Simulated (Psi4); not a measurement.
water (H2O), singlet, geometry from GFN2-xTB; LCCD/pcseg-1 (Psi4).

The Psi4 input:
```
memory 2 GB

molecule {
0 1
  O     0.00956971    0.00206403    0.11338892
  H    -0.05579359    0.76362201   -0.46612807
  H    -0.02076411   -0.78013425   -0.44098332
}

set basis pcseg-1

energy('lccd')
print_variables()
```

It wrote (shortened):

```
   => Loading Basis Set <=

    Name: PCSEG-1
    Role: ORBITAL
    Keyword: BASIS

         ---------------------------------------------------------
                                   SCF
               by Justin Turney, Rob Parrish, Andy Simmonett
                          and Daniel G. A. Smith
                              RHF Reference
         ---------------------------------------------------------

  ==> Geometry <==

    Molecular point group: cs
    Full point group: Cs

    Geometry (in Angstrom), charge = 0, multiplicity = 1:

       Center              X                  Y                   Z               Mass
    ------------   -----------------  -----------------  -----------------  -----------------
         O           -0.063675101211     0.001155238628     0.000000000000    15.994914619570
         H            0.519292141749     0.762884884383     0.000000000000     1.007825032230
         H            0.491277922193    -0.781219359738     0.000000000000     1.007825032230

  Running in cs symmetry.

  Rotational constants: A =     29.08172  B =     14.02637  C =      9.46251 [cm^-1]
  Rotational constants: A = 871848.17886  B = 420499.89604  C = 283679.04568 [MHz]
  Nuclear repulsion =    9.169540395829205

  Charge       = 0
  Multiplicity = 1
  Electrons    = 10
  Nalpha       = 5
  Nbeta        = 5

  ==> Algorithm <==

  SCF Algorithm Type is PK.
  DIIS enabled.
  MOM disabled.
  Fractional occupation disabled.
  Guess Type is SAD.
  Energy threshold   = 1.00e-08
  Density threshold  = 1.00e-08
  Integral threshold = 1.00e-12

  ==> Primary Basis <==

  Basis Set: PCSEG-1
    Blend: PCSEG-1
    Number of shells: 12
    Number of basis functions: 24
    Number of Cartesian functions: 25
    Spherical Harmonics?: true
    Max angular momentum: 2

  ==> Integral Setup <==

  Using in-core PK algorithm.
   Calculation information:
      Number of atoms:                   3
      Number of AO shells:              12
      Number of primitives:             23
      Number of atomic orbitals:        25
      Number of basis functions:        24

      Integral cutoff                 1.00e-12
      Number of threads:                 1

  Performing in-core PK
  Using 90300 doubles for integral storage.
  We computed 3081 shell quartets total.
  Whereas there are 3081 unique shell quartets.

  ==> DiskJK: Disk-Based J/K Matrices <==

    J tasked:                  Yes
    K tasked:                  Yes
    wK tasked:                  No
    Schwarz Cutoff:          1E-12

  Minimum eigenvalue in the overlap matrix is 4.5295259375E-02.
  Reciprocal condition number of the overlap matrix is 1.2277965877E-02.
    Using symmetric orthogonalization.

  ==> Pre-Iterations <==

  SCF Guess: Superposition of Atomic Densities via on-the-fly atomic UHF (no occupation information).

   -------------------------
    Irrep   Nso     Nmo
   -------------------------
     A'        18      18
     A"         6       6
   -------------------------
    Total      24      24
   -------------------------

  ==> Iterations <==

                        Total Energy        Delta E     RMS |[F,P]|

   @RHF iter SAD:   -75.45282712318900   -7.54528e+01   0.00000e+00
   @RHF iter   1:   -75.92559663733468   -4.72770e-01   2.30083e-02 DIIS/ADIIS
   @RHF iter   2:   -75.97961776503915   -5.40211e-02   1.38520e-02 DIIS/ADIIS
   @RHF iter   3:   -76.00290356355632   -2.32858e-02   1.63812e-03 DIIS/ADIIS
   @RHF iter   4:   -76.00345536914580   -5.51806e-04   2.45667e-04 DIIS/ADIIS
   @RHF iter   5:   -76.00347166189773   -1.62928e-05   4.61786e-05 DIIS
   @RHF iter   6:   -76.00347253923705   -8.77339e-07   8.31111e-06 DIIS
   @RHF iter   7:   -76.00347257171953   -3.24825e-08   1.10252e-06 DIIS
   @RHF iter   8:   -76.00347257226996   -5.50429e-10   2.40362e-07 DIIS
   @RHF iter   9:   -76.00347257229880   -2.88480e-11   4.20628e-08 DIIS
   @RHF iter  10:   -76.00347257229960   -7.95808e-13   3.87108e-09 DIIS
  Energy and wave function converged.

  ==> Post-Iterations <==

    Orbital Energies [Eh]
    ---------------------

    Doubly Occupied:

[...]
    Virtual:

[...]
      18Ap     3.947570

    Final Occupation by Irrep:
             Ap   App
    DOCC [     4,    1 ]
    NA   [     4,    1 ]
    NB   [     4,    1 ]

  @RHF Final Energy:   -76.00347257229960

   => Energetics <=

    Nuclear Repulsion Energy =              9.1695403958292054
    One-Electron Energy =                -122.9835211985126051
    Two-Electron Energy =                  37.8105082303838032
    Total Energy =                        -76.0034725722996001

Computation Completed

Properties will be evaluated at   0.000000,   0.000000,   0.000000 [a0]

Properties computed using the SCF density matrix

 Multipole Moments:

 ------------------------------------------------------------------------------------
     Multipole            Electronic (a.u.)      Nuclear  (a.u.)        Total (a.u.)
 ------------------------------------------------------------------------------------

 L = 1.  Multiply by 2.5417464519 to convert [e a0] to [Debye]
 Dipole X            :         -0.1100212            0.9470726            0.8370514
 Dipole Y            :          0.0019961           -0.0171825           -0.0151864
 Dipole Z            :          0.0000000            0.0000000            0.0000000
 Magnitude           :                                                    0.8371892

 ------------------------------------------------------------------------------------

 MINTS: Wrapper to libmints.
   by Justin Turney

   Calculation information:
      Number of threads:                 1
      Number of atoms:                   3
      Number of AO shells:              12
      Number of SO shells:              12
      Number of primitives:             23
      Number of atomic orbitals:        25
      Number of basis functions:        24

      Number of irreps:                  2
      Integral cutoff                 1.00e-12
      Number of functions per irrep: [  18    6 ]

 OEINTS: Overlap, kinetic, potential, dipole, and quadrupole integrals
         stored in file 35.

      Computed 22139 non-zero two-electron integrals.
        Stored in file 33.

        ==> Transform all two-electron integrals <==

	Presorting SO-basis two-electron integrals.
	Sorting File: SO Ints (nn|nn) nbuckets = 1
	Constructing frozen core operators
	Starting first half-transformation.
	Sorting half-transformed integrals.
	First half integral transformation complete.
	Starting second half-transformation.
	Two-electron integral transformation complete.

        **********************************************************
        *                                                        *
        *                   CCSD Integral Sort                   *
        *                                                        *
        **********************************************************

        CC integral sort will use                      1.65 mb

        Number of (ab|cd) temporary files:                2
        Number of (ab|ci) temporary files:                3
        Starting temporary file number:                 270

        *******************************************************
        *                                                     *
        *                       CEPA(0)                       *
        *        Coupled Electron Pair Approximation          *
        *                  (Linearized CCD)                   *
        *                                                     *
        *                   Eugene DePrince                   *
        *                                                     *
        *******************************************************

  ==> Input parameters <==

        Freeze core orbitals?                  no
        Use frozen natural orbitals?           no
        r_convergence:                  1.000e-07
        e_convergence:                  1.000e-06
        Number of DIIS vectors:                 8
        Number of frozen core orbitals:         0
        Number of active occupied orbitals:     5
        Number of active virtual orbitals:     19
        Number of frozen virtual orbitals:      0

  ==> Memory <==

        minimum memory requirements for QCISD =         0.22 mb
        (T) algorithm:                                  0.16 mb (low-memory)
        memory requirements for QCISD(T) =              0.16 mb

  ==> Define tiling <==

        v(ab,cd) diagrams will be evaluated in   1 blocks.
        v(ab,ci) diagrams will be evaluated in   1 blocks over ov2.
        v(ab,ci) diagrams will be evaluated in   1 blocks over ov.

  Allocate cpu memory (     0.49 mb).....done.
  Initialize cpu memory..................done.

  Begin CEPA(0) iterations

   Iter  DIIS          Energy       d(Energy)          |d(T)|     time
      0   0 1   -0.2048118754   -0.1629251387    0.1971757761        0
      1   1 1   -0.2099350624   -0.0051231870    0.0259871906        0
      2   2 1   -0.2144161992   -0.0044811367    0.0100182552        0
      3   3 1   -0.2149805278   -0.0005643287    0.0022354276        0
      4   4 1   -0.2150152170   -0.0000346892    0.0005597777        0
      5   5 1   -0.2150170994   -0.0000018824    0.0001033180        0
      6   6 1   -0.2150171580   -0.0000000586    0.0000222254        0
      7   7 1   -0.2150171604   -0.0000000025    0.0000061158        0
      8   8 1   -0.2150171606   -0.0000000002    0.0000010963        0
      9   8 2   -0.2150171607   -0.0000000000    0.0000001804        0
     10   8 3   -0.2150171607   -0.0000000000    0.0000000426        0

  CEPA(0) iterations converged!

  CEPA(0) variational energy:      -0.215017160655
  CEPA(0) transition energy:       -0.215017161540

        OS SCS-MP2 correlation energy:          -0.183356094824
        SS SCS-MP2 correlation energy:          -0.017338376571
        SCS-MP2 correlation energy:             -0.200694471394
      * SCS-MP2 total energy:                  -76.204167043694

        OS MP2 correlation energy:              -0.152796745686
        SS MP2 correlation energy:              -0.052015129712
        MP2 correlation energy:                 -0.204811875399
      * MP2 total energy:                      -76.208284447698

        OS CEPA(0) correlation energy:          -0.169455100518
        SS CEPA(0) correlation energy:          -0.045562061022
        CEPA(0) correlation energy:             -0.215017160655
      * CEPA(0) total energy:                  -76.218489732955

  Total time for CEPA(0) iterations:       0.04 s (user)
                                        0.01 s (system)
                                           0 s (total)

  Time per iteration:                   0.00 s (user)
                                        0.00 s (system)
                                        0.00 s (total)

  Variable Map:
  ----------------------------------------------------------------------------
[...]
  Array Variable Map:
  ----------------------------------------------------------------------------
[...]
[...]
```
